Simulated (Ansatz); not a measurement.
CH3B2FO (`FB1CBO1`), relaxed with RKS PBE0-D4/def2-TZVP in the Gaussian-basis code of Ansatz from a PBE-D4/def2-SVP geometry. The force threshold is 0.005 eV/Å; the program also tests the step.

Charge 0, multiplicity 1.

Start:

```xyz
8

F    -1.862    0.978    1.018
B    -0.722    0.445    0.602
C    -0.262   -0.626   -0.461
B     1.038    0.219   -0.107
O     0.538    0.932    0.997
H    -0.192   -1.644   -0.021
H    -0.691   -0.699   -1.477
H     2.153    0.395   -0.550
```

How much energy does the relaxation release, and in how many steps? (Best estimate.)

Ansatz gave: 0.03 eV, in 8 steps.

Which bonds change most? (Best estimate.)

The calculation gave: B4–H8 from 1.212 to 1.192 Å; C3–H6 from 1.111 to 1.093 Å; C3–H7 from 1.105 to 1.089 Å; B2–O5 from 1.408 to 1.394 Å.

Give the relaxed structure. (Estimate.)

Ansatz gave: 
```xyz
8

F    -1.858    0.904    1.073
B    -0.724    0.457    0.589
C    -0.253   -0.626   -0.446
B     1.041    0.220   -0.113
O     0.514    1.016    0.903
H    -0.219   -1.643   -0.045
H    -0.663   -0.657   -1.454
H     2.161    0.328   -0.506
```
